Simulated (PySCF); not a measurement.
Gas-phase reaction: 2 SbF3 + 3 H2 ⇌ Sb2 + 6 HF

Energies from PySCF, thermal terms from the rigid-rotor harmonic-oscillator model, ideal gas at 1 bar. † marks an energy on the PBE0/def2-TZVP geometry and frequencies; other levels use their own. MP2 and CCSD(T) freeze the core. All species are closed-shell singlets. Sb: scalar-relativistic def2 core potential, no spin-orbit coupling. MP2 isn't extrapolated to the basis-set limit. CCSD(T) isn't extrapolated to the basis-set limit.

```
level                ΔH°(298 K), kJ
-------------------  --------------
CCSD(T)/def2-SVP†               162
CCSD(T)/def2-TZVPP†             230
HF/def2-TZVP†                     ?
M06-2X/def2-TZVP†                 ?
MP2/def2-SVP†                   167
MP2/def2-TZVPP†                 203
PBE0/def2-QZVP†                 296
PBE0/def2-SVP†                    ?
PBE0/def2-TZVP                    ?
r2SCAN/def2-TZVP†               394
```

Task: Complete the blanks.

Result: 
- HF/def2-TZVP†, ΔH°(298 K), kJ: 301
- M06-2X/def2-TZVP†, ΔH°(298 K), kJ: 421
- PBE0/def2-SVP†, ΔH°(298 K), kJ: 236
- PBE0/def2-TZVP, ΔH°(298 K), kJ: 310
